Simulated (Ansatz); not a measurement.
Species: [Mo(Cl)4(CH3)2] (charge 0, multiplicity 1).

Problem. Give a relaxed geometry from PBE-D3(BJ)/def2-SVP (Ansatz, a quantum-chemistry and plane-wave program).

Solution. Several could match; the one computed here: the end point of this relaxation, one of several conformers.
Z-matrix (Å, degrees):
```
Mo
C 1 2.1822
H 2 1.1024 1 109.84
H 2 1.1037 3 110.81 1 -123.97
H 2 1.1094 3 110.06 4 -122.55
C 1 2.1822 2 73.19 3 -170.45
H 6 1.1024 1 109.84 2 -170.45
H 6 1.1037 7 110.81 1 -123.97
H 6 1.1094 7 110.06 8 -122.55
Cl 1 2.3198 2 119.17 3 119.97
Cl 1 2.3198 2 81.33 3 -46.31
Cl 1 2.3247 2 80.95 3 42.69
Cl 1 2.3247 2 138.25 3 -116.28
```
